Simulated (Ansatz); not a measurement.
`CC(Cl)B(F)F`. Total charge 0; spin multiplicity 1. All single points use the PBE0-D4/def2-TZVP geometry. It is one conformer, not always the lowest.

```xyz
10

C     0.200   -1.014    0.683
C     0.378    0.037   -0.386
Cl   -0.177   -0.593   -1.994
B    -0.510    1.328   -0.254
F    -1.692    1.287    0.328
F    -0.108    2.489   -0.729
H    -0.851   -1.277    0.805
H     0.568   -0.628    1.638
H     0.761   -1.918    0.440
H     1.429    0.288   -0.532
```

(1) What is the dipole moment at PBE/def2-TZVPP? (Estimate.)

(2) And with r2SCAN, B3LYP, ωB97M-V? (An estimate is asked.)

(3) Give the Mulliken charges with PBE, B3LYP, ωB97M-V in def2-TZVPP. (Estimate.)

Answers

(1) Ansatz gave: 2.11 D, with components (1.27, -0.81, 1.48) D in this frame, pointing from negative to positive charge.

(2) Ansatz gave: r2SCAN 2.23 D, B3LYP 2.22 D, ωB97M-V 2.21 D.

(3) Computed: 
| atom | PBE | B3LYP | ωB97M-V |
| --- | --- | --- | --- |
| C1 | -0.24 | -0.23 | -0.29 |
| C2 | -0.02 | -0.01 | -0.07 |
| Cl3 | -0.14 | -0.16 | -0.11 |
| B4 | 0.38 | 0.45 | 0.44 |
| F5 | -0.19 | -0.23 | -0.23 |
| F6 | -0.19 | -0.23 | -0.23 |
| H7 | 0.10 | 0.10 | 0.12 |
| H8 | 0.08 | 0.08 | 0.10 |
| H9 | 0.10 | 0.10 | 0.12 |
| H10 | 0.12 | 0.12 | 0.14 |

B3LYP here is the variant with VWN-RPA as its local correlation; programs differ in this.
